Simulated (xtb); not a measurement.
BeBrH₃OSi, SMILES [Br][Be][O][SiH3]. All values are semi-empirical tight-binding results from xtb (GFN2-xTB unless named), good for trends rather than for accurate numbers. Geometry: GFN2-xTB. One conformer was computed; it need not be the lowest.

Optimised geometry:

```xyz
7

Be     0.0309    -0.1220    -0.0692
Br     0.9868     0.4621     1.5188
O     -0.7266    -0.4376    -1.1908
Si    -1.6580    -0.7063    -2.4960
H     -3.0184    -0.8210    -1.9765
H     -1.1566    -1.9421    -3.0904
H     -1.4619     0.4670    -3.3436
```
Charge 0, spin multiplicity 1.

For metal compounds this method's bond lengths and energies can be far off.

Task: Estimate the properties. (Estimate from the structure and the level; the computed values follow.)

Result: 
```json
{
  "point_group_as_xtb_finds_it": "Cs",
  "orbital_gap": "6.03 eV",
  "zero_point_energy": "19.6 kcal/mol",
  "G − E(el) at 298.15 K (modified RRHO)": "0.2 kcal/mol"
}
```

Computed atomic charges and the Wiberg bond orders between heavy atoms:
charges (e) Be1 0.65, Br2 -0.35, O3 -0.56, Si4 0.53, H5 -0.09, H6 -0.09, H7 -0.09. Bond orders Be1–Br2 1.06, Be1–O3 1.13, O3–Si4 1.03.
